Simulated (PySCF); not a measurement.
Vertical excitations of a molecule C3H5ClGe from TDDFT-ωB97X/def2-SVPD (PySCF), as energy in eV (oscillator strength): 4.70 (0.000), 6.47 (0.002), 6.62 (0.074), 6.98 (0.028), 7.16 (1.266), 7.24 (0.092), 7.62 (0.004), 7.88 (0.003), 8.09 (0.000), 8.24 (0.002). Lowest triplet (TDA): 4.28 eV. Geometry optimised at r2SCAN-D4/def2-SVP. Other conformers were not sampled.

Identify the compound among the candidates.
A) C=C=[C](Cl)[GeH3]
B) Cl[C]1=C[CH2][GeH2]1
C) C#C[CH2][GeH2][Cl]
D) ClC=C=[CH][GeH3]

D, ClC=C=[CH][GeH3]
